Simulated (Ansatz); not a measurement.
An input meant for (Br2Ga-mu-SH)2 (Ga₂H₂S₂Br₄) (charge 0, singlet).

```yaml
crystal:
  periodic: [false, false, false]
  atoms:
    - {symbol: Ga, position_ang: [0.851580, 1.369004, -0.246803]}
    - {symbol: Br, position_ang: [-0.052136, 3.340541, -0.955341]}
    - {symbol: Br, position_ang: [3.086458, 1.093806, 0.201654]}
    - {symbol: S, position_ang: [-0.411833, 0.587490, 1.628277]}
    - {symbol: Ga, position_ang: [-1.270259, -1.020057, 0.078535]}
    - {symbol: Br, position_ang: [-3.417618, -0.448814, -0.439341]}
    - {symbol: Br, position_ang: [-0.655678, -3.119632, 0.775403]}
    - {symbol: S, position_ang: [0.145704, -0.365695, -1.735240]}
    - {symbol: H, position_ang: [0.575082, -0.227961, 2.076743]}
    - {symbol: H, position_ang: [1.148699, -1.208682, -1.383877]}
basis:
  gaussian: {orbitals: def2-mTZVPP, final_grid: {core_spheres: 5, valence_spheres: 4, degree: 11}}
hamiltonian: {xc: {name: CCSD(T)}, pseudopotentials: {relativity: none}}
scf: {lower_state_search: light}
output: {forces: true}
```

```sh
$ ansatz run in.yaml --threads 2 --pin off --events-out ev --progress --plain --max-ram 32768MiB --backend cuda --devices 0, --max-vram 18GiB
```

Output, abridged:

```
Error: YAML parse error: error: line 16 column 19: hamiltonian.xc: no functional is named "CCSD(T)"; the names, which are not case-sensitive, are SVWN5, SPW92, PBE, PBE0, PBEsol, revPBE, revPBE0, RPBE, rPW86-PBE, HSE06, wPBEh, LC-wPBE, HISS, HF, BLYP, B3LYP, B3LYP5, BHLYP, CAM-B3LYP, r2SCAN, r2SCANh, r2SCAN0, r2SCAN50, m-r2SCAN, B97, wB97, wB97X, wB97X-V, B97M-V, wB97M-V, B2PLYP, B2GP-PLYP, PBE0-DH, PBE-QIDH
14 | basis:
15 |   gaussian: {orbitals: def2-mTZVPP, final_grid: {core_spheres: 5, valence_spheres: …
16 | hamiltonian: {xc: {name: CCSD(T)}, pseudopotentials: {relativity: none}}
17 | scf: {lower_state_search: light}
18 | output: {forces: true}
```

In this input the method's name isn't one that the program takes here. The program refused the input.
